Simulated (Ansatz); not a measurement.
The same path of H₃ISi₂ (6 atoms, charge 0, multiplicity 1) was run 3 times with different band settings. Lost on the way: Si2–H6. Made: Si1–H6.

Method: Ansatz, RKS revPBE-D4/def2-SVP.

Relaxed end points:

```xyz
6
Properties=species:S:1:pos:R:3
Si -0.638 0.365 -1.011
Si 0.474 -0.039 0.866
I 1.969 -1.992 0.973
H -1.265 -0.867 -1.614
H -1.686 1.434 -0.808
H 1.145 1.099 1.594
```

```xyz
6
Properties=species:S:1:pos:R:3
Si -0.384 0.502 -0.330
Si -0.321 -0.955 1.623
I 1.871 -1.998 0.977
H -0.360 -0.322 -1.594
H -1.627 1.360 -0.347
H 0.820 1.414 -0.328
```

Common settings: climbing image yes; optimiser quadratic models (default); start path through a guess of the saddle point; force threshold 0.05 eV/Å; iteration limit 60; end points relaxed.

| run | movable images | spring |
| --- | --- | --- |
| 1 | 9 | 5.0 eV/Å² |
| 2 | 9 | 20.0 eV/Å² |
| 3 | 1 | 5.0 eV/Å² |

(1) What does each run give, and how far can it be trusted?

## Answers

(1) Run 1: converged after 9 iterations, highest image 0.513 eV above the first end. A vibrational analysis at the climbing image gives one clearly imaginary mode, 588i cm⁻¹: a first-order saddle point.
Run 2: converged after 9 iterations, highest image 0.512 eV above the first end. Another band between the same ends (9 images) ends at a top of the same energy, where a vibrational analysis finds 1 clearly imaginary mode.
Run 3: converged after 9 iterations, highest image 0.513 eV above the first end. Another band between the same ends (9 images) ends at a top of the same energy, where a vibrational analysis finds 1 clearly imaginary mode. So few images can step over the top or miss a turn of the path.
The orbitals stay closed-shell, which can raise the energy where a bond breaks towards radicals; this wasn't checked here.
